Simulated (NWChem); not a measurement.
System: C$_{2}$, singlet; SMILES [C]=[C]

All runs: NWChem. Pople sets run with spherical d functions. Low-valent species are run as closed-shell singlets; no triplet was tried in these runs. Geometry: optimised at PBE0-D3(BJ)/def2-TZVP. Level: M06-2X/6-31G* with COSMO at NWChem's default radii, gas-phase geometry; the question gives the dielectric constant.

**Question.** Estimate the computed values for dielectric constant 25.0. Quantities: electrostatic solvation energy (kcal/mol).

**Answer.** 
```json
{
  "electrostatic solvation energy (kcal/mol)": "-0.8"
}
```
